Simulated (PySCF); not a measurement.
Question: Write Cartesian coordinates for `C#CCC1=CC(=C)C1=C` as optimised with GFN2-xTB.

Answer: 
```
atom  x, y, z in Å
C1     3.7369   -0.1012   -0.2928
C2     2.6700   -0.6259   -0.1615
C3     1.3667   -1.2379    0.0016
C4     0.2982   -0.2271    0.2160
C5     0.2365    1.1236    0.2976
C6    -1.2189    1.1171    0.5163
C7    -2.1672    2.0173    0.7055
C8    -1.1580   -0.3751    0.4270
C9    -2.0167   -1.3759    0.5021
H10    4.6762    0.3502   -0.4099
H11    1.1271   -1.8316   -0.8891
H12    1.3897   -1.9250    0.8565
H13    0.9632    1.9105    0.2296
H14   -3.1951    1.7297    0.8443
H15   -1.9469    3.0713    0.7284
H16   -3.0664   -1.2064    0.6696
H17   -1.7022   -2.4015    0.3982
```

Orientation and origin are arbitrary. Atoms count from 1 in this order. The 9 heavy atoms lie in one plane (0.000 Å rms). The 4-membered ring C4–C5–C6–C8 has internal angles of 87.1° to 92.8°; it is planar, 0.00 Å rms from its mean plane, widest ring torsion 0°. The C–C distances run from 1.196 Å (C1≡C2, drawn triple) to 1.496 Å (C6–C8, drawn single), a spread of 0.300 Å.

Bonds between heavy atoms (Å): C1≡C2 1.196, C2–C3 1.449, C3–C4 1.486, C4=C5 1.355, C5–C6 1.472, C6=C7 1.321, C6–C8 1.496, C8=C9 1.321, C4–C8 1.479.

Computed geometry: GFN2-xTB, gas phase.

Point group: Cs (every atom within 0.08 Å of its image). Not checked by GFN2-xTB frequencies. One conformer, not necessarily the lowest (C2–C3–C4–C5 0°).
